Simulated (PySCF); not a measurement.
## Correlation energy of Sm⁺ (samarium, charge +1)

[Xe] 4f6 6s1, high-spin 8F determinant. Computed with PySCF 2.14 in cc-pVDZ-X2C (8s7p5d3f1g, 84 functions), with the spin-free X2C one-electron Hamiltonian (Gaussian nucleus). Frozen: [Kr] 4d10; 15 electrons correlated.

| level | correlation energy (mhartree) |
| --- | --- |
| CCSD | -396.56 |
| (T) | -13.95 |
| CCSD(T) | -410.51 |

Diagnostics: T1 = 0.015, D1 = 0.0442, largest double amplitude 0.024.

Spin-orbit coupling, absent here, splits the open shell strongly.

Cost of the coupled-cluster step: of the order of 11 core-seconds, for 15 correlated electrons.

Iterations:

```
CC2 = 0
CCSD nocc = (np.int64(11), np.int64(4)), nmo = (61, 61)
frozen orbitals [[0, 1, 2, 3, 4, 5, 6, 7, 8, 9, 10, 11, 12, 13, 14, 15, 16, 17, 18, 19, 20, 21, 22], [0, 1, 2, 3, 4, 5, 6, 7, 8, 9, 10, 11, 12, 13, 14, 15, 16, 17, 18, 19, 20, 21, 22]]
max_cycle = 100
direct = 0
conv_tol = 1e-08
conv_tol_normt = 1e-06
diis_space = 8
diis_start_cycle = 0
Init t2, MP2 energy = -0.400024756086526
Init E_corr(UCCSD) = -0.400024756087427
cycle = 1  E_corr(UCCSD) = -0.383470028037913  dE = 0.016554728  norm(t1,t2) = 0.0778313
cycle = 2  E_corr(UCCSD) = -0.395231315211946  dE = -0.0117612872  norm(t1,t2) = 0.0225753
cycle = 3  E_corr(UCCSD) = -0.395176536231221  dE = 5.47789807e-05  norm(t1,t2) = 0.0129074
cycle = 4  E_corr(UCCSD) = -0.396545214785367  dE = -0.00136867855  norm(t1,t2) = 0.00523697
cycle = 5  E_corr(UCCSD) = -0.396624858496513  dE = -7.96437111e-05  norm(t1,t2) = 0.00119756
cycle = 6  E_corr(UCCSD) = -0.396543745362556  dE = 8.1113134e-05  norm(t1,t2) = 0.000493199
cycle = 7  E_corr(UCCSD) = -0.396556143963597  dE = -1.2398601e-05  norm(t1,t2) = 0.000197766
cycle = 8  E_corr(UCCSD) = -0.396564146239679  dE = -8.00227608e-06  norm(t1,t2) = 0.000125067
cycle = 9  E_corr(UCCSD) = -0.396562652165346  dE = 1.49407433e-06  norm(t1,t2) = 9.065e-05
cycle = 10  E_corr(UCCSD) = -0.396560109295067  dE = 2.54287028e-06  norm(t1,t2) = 5.66773e-05
cycle = 11  E_corr(UCCSD) = -0.39656096932361  dE = -8.60028543e-07  norm(t1,t2) = 3.10974e-05
cycle = 12  E_corr(UCCSD) = -0.396561640613876  dE = -6.71290266e-07  norm(t1,t2) = 1.83193e-05
cycle = 13  E_corr(UCCSD) = -0.396561226644724  dE = 4.13969152e-07  norm(t1,t2) = 9.3548e-06
cycle = 14  E_corr(UCCSD) = -0.396561392238675  dE = -1.65593951e-07  norm(t1,t2) = 5.20813e-06
cycle = 15  E_corr(UCCSD) = -0.396561367511679  dE = 2.47269966e-08  norm(t1,t2) = 2.85326e-06
cycle = 16  E_corr(UCCSD) = -0.396561417756043  dE = -5.02443641e-08  norm(t1,t2) = 2.01282e-06
cycle = 17  E_corr(UCCSD) = -0.396561433194961  dE = -1.54389183e-08  norm(t1,t2) = 1.22637e-06
cycle = 18  E_corr(UCCSD) = -0.396561411332113  dE = 2.18628482e-08  norm(t1,t2) = 7.43663e-07
cycle = 19  E_corr(UCCSD) = -0.396561413444242  dE = -2.11212881e-09  norm(t1,t2) = 4.41382e-07
UCCSD converged
E(UCCSD) = -10422.95153606627  E_corr = -0.3965614134442416
UCCSD(T) correction = -0.0139511510591849
```
